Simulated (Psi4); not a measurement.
Internal rotation in SMILES Bc1ccc(C(F)(F)F)cc1 (C7H6BF3). Scanned: dihedral H12–B1–C2–C3; all other coordinates were relaxed at GFN2-xTB. Points at φ and −φ are mirror images.

Geometry of the scan point at 0° (Å):
```
17

B     -3.1036    -0.2885    -0.4392
C     -1.5734    -0.1456    -0.2275
C     -0.9594     1.1125    -0.1607
C      0.4024     1.2499     0.0274
C      1.1905     0.1126     0.1506
C      2.6675     0.2490     0.3879
F      2.9637     0.2841     1.7038
F      3.3748    -0.7701    -0.1244
F      3.1810     1.3714    -0.1383
C      0.6173    -1.1517     0.0942
C     -0.7461    -1.2692    -0.0945
H     -3.7680     0.6658    -0.5466
H     -3.5874    -1.3500    -0.4909
H     -1.5675     1.9991    -0.2585
H      0.8583     2.2274     0.0742
H      1.2397    -2.0285     0.1925
H     -1.1867    -2.2536    -0.1401
```

Calculation: PBE-D3(BJ)/def2-SVP // GFN2-xTB (Psi4).

Scanned values (°): -150, -120, -90, -60, -30, 0, 30, 60, 90, 120, 150, 180.

**Question.** Locate the minima and the barriers on this grid.

**Answer.** Lower than their neighbours: 0° (0.000 eV), 180° (0.000 eV). Higher than their neighbours: -90° (0.358 eV), 90° (0.358 eV). The whole profile spans 0.358 eV.
